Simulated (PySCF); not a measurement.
A side-by-side comparison of computed properties.

First species: C₂H₁₀SSi₃.
Numbering: `[CH3:1][C:2](=[S:3])[SiH2:4][SiH2:5][SiH3:6]` (hydrogens: H7, H8, H9 on C1; H10, H11 on Si4; H12, H13 on Si5; H14, H15, H16 on Si6)

Second species: E-ethanimine, C2H5N.
SMILES: `N(=C\C)/[H]`

Levels: CAM-B3LYP/def2-SVPD for dipole moment, HOMO energy, LUMO energy, HOMO–LUMO gap, static isotropic polarisability and electronic spatial extent ⟨r²⟩ about the centre of nuclear charge; TDDFT CAM-B3LYP/def2-SVPD for lowest singlet excitation; TDA CAM-B3LYP/def2-SVPD for lowest triplet excitation (Tamm–Dancoff); ΔSCF CAM-B3LYP/def2-SVPD for vertical ionisation energy; PBE0-D3(BJ)/def2-SVP for rotational constant A and rotational constant C. Geometries: PBE0-D3(BJ)/def2-SVP. All species are isolated and taken at one optimised geometry, non-relativistic unless stated; the electronic structure was computed with PySCF and density fitting.

Dipoles, sizes and rotational constants follow the conformer. The torsions of the flexible species, by atom-mapped SMILES:
- `[CH3:1][C:2](=[S:3])[SiH2:4][SiH2:5][SiH3:6]`: C1–C2–Si4–Si5 141°, C2–Si4–Si5–Si6 59°

(1) Which has the higher T1 energy?

(2) Which has the higher dipole moment?

(3) Which has the higher vertical ionisation energy?

(4) Which has the higher static isotropic polarisability?

(5) Which of the two has the higher HOMO energy, and by how much?

(6) Which of the two has the higher ⟨r²⟩, and by how much?

(7) Which of the two has the higher rotational constant A, and by how much?

(8) Which has the higher HOMO–LUMO gap?

## Answers

(1) The second: 4.61 eV against 1.71 eV, a difference of 2.90 eV.

(2) The first: 2.25 D against 2.14 D, a difference of 0.11 D.

(3) The second: 10.23 eV against 8.43 eV, a difference of 1.80 eV.

(4) The first: 135.1 au against 34.6 au, a difference of 100.5 au.

(5) The first: -7.83 eV against -9.10 eV, a difference of 1.27 eV.

(6) The first: 1681 bohr² against 181 bohr², a difference of 1500 bohr².

(7) The second: 53.648 GHz against 2.096 GHz, a difference of 51.552 GHz.

(8) The second: 10.18 eV against 6.35 eV, a difference of 3.83 eV.

On the first: The ΔSCF ionisation energy exceeds −ε(HOMO) by 0.60 eV with CAM-B3LYP.

On the second: The principal polarisabilities are 26.8, 33.2 and 43.8 au; their mean is the isotropic value. The ΔSCF ionisation energy exceeds −ε(HOMO) by 1.13 eV with CAM-B3LYP.
